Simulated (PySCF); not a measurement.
## Excitation energy of Fe⁺ by level of theory

Fe⁺ [Ar] 3d6 4s1 (6D) → Fe⁺ [Ar] 3d6 4p1 (high-spin determinant), as a difference of total energies. All numbers are calculated (PySCF 2.14, the non-relativistic Hamiltonian (point nucleus), in aug-cc-pVTZ with one added diffuse shell each of s, p, d, f, g type (9s8p6d4f3g, 118 functions)). Correlated levels: valence: [Ar] frozen. The calculations carry no spin-orbit coupling.

```tsv
method	excitation energy (cm⁻¹)
UHF	35469
LDA	39077
PBE	37982
PBE0	37455
r2SCAN	38007
M06	37930
PW91	38164
wB97X-V	37260
MP2 (valence)	37350
SCS-MP2 (valence)	36713
```

A first-order spin-orbit estimate (lowest level to lowest level, LS coupling) adds 0.020 eV.

The determinant of the upper state mixes LS terms, which raises its energy above the lowest term, most at the Hartree-Fock and MP2 levels.
